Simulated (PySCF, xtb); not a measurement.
CH₅FOSi₂, SMILES F[Si@H]1CO[SiH2]1.

Harmonic wavenumbers (cm⁻¹) from GFN2-xTB run with xtb 6.7.1 at its own minimum, in rising order: 115, 139, 195, 360, 417, 447, 519, 565, 634, 673, 699, 720, 775, 793, 825, 999, 1145, 1232, 1474, 2227, 2254, 2293, 2937, 2959.

What does PBE-D3(BJ)/def2-SVP run with PySCF give at its own minimum? (The exact figures need the calculation; the answer reports its results.)

64, 170, 219, 356, 419, 466, 592, 635, 678, 717, 749, 792, 821, 881, 935, 988, 1153, 1201, 1406, 2138, 2147, 2163, 2949, 3013. Paired by order, the mean absolute difference is 52 cm⁻¹ and the zero-point energies are 36.3 and 36.7 kcal/mol.
